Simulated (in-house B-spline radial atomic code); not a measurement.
A fraction x of an electron is added to 3d in neutral vanadium, starting from [Ar] 3d3 4s2 and keeping the highest spin. Level of theory: scalar-relativistic (X2C) LDA PW92, spin-polarised, spherical fractional occupations, Fermi nucleus of rms radius 3.6002 fm; calculated with an all-electron radial atomic-structure program (B-spline basis).

```
  x  E(x) - E(0) (eV)  3d up level (eV)
  0            0.0000            -6.182
0.1           -0.5668            -5.162
0.2                 ?                 ?
0.3                 ?                 ?
0.4           -1.6870            -2.378
0.5           -1.8830            -1.551
0.6           -1.9991            -0.781
0.7           -2.0413            -0.075
```

**Question.** What belongs in the row x = 0.2?

**Answer.** An energy change of -1.0339 eV; 3d up at -4.186 eV.

**Question.** What belongs in the row x = 0.3?

**Answer.** An energy change of -1.4057 eV; 3d up at -3.257 eV.

**Question.** Check Janak's theorem between x = 0.4 and 0.5.

**Answer.** The slope of the energy is -1.96 eV; the orbital levels give -1.96 eV (ε of the filling orbital, averaged over the two points).

**Question.** Up to what added charge does this functional bind the extra electron?

**Answer.** The highest level rises by about 6.8 eV per electron near x = 0.7 and would reach zero near x = 0.71, so a whole extra electron isn't bound at the basis-set limit.
